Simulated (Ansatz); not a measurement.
Reactions of `[SH][SnH2][Cl]`.

Isolated molecules relaxed with PBE0-D4/def2-TZVP in Ansatz; ΔE leaves out vibrations. CCSD(T)/CBS adds triple-zeta CCSD(T) − MP2 to the extrapolated MP2 energy (def2 sets, frozen cores). This one scheme is used for every species, atoms too. DFT in def2-TZVPP. Open shells (•) are unrestricted, without spin–orbit coupling. Spin–orbit coupling would lower the free atoms: a little for Cl, S; strongly for Sn. Elements past krypton have def2 core potentials. Bonds to Se, Sn are less sure, by a few kJ/mol each and by 10 to 20 or more in all where they break to atoms, as the def2 sets lack core-valence functions. Scalar relativity is left out up to krypton. One conformer a species, not always the lowest.

```tsv
reaction	PBE-D4 (kJ/mol)
`[SH][SnH2][Cl]` + `N=C=O` → `O=C=[N][SnH2][Cl]` + H₂S	27
`[SH][SnH2][Cl]` → H₂ + `[SH][Sn][Cl]`	-37
`[SH][SnH2][Cl]` + H₂Se → `[SH][SnH2][SeH]` + HCl	11
`[SH][SnH2][Cl]` → Cl• + 3 H• + S• + Sn•	1507
```

Problem. Give the CCSD(T)/CBS values in the same order. (An estimate is asked.)

Solution. Computed: 14, -18, 11, 1527 kJ/mol.

Largest T1 diagnostic: 0.018, for `N=C=O`.
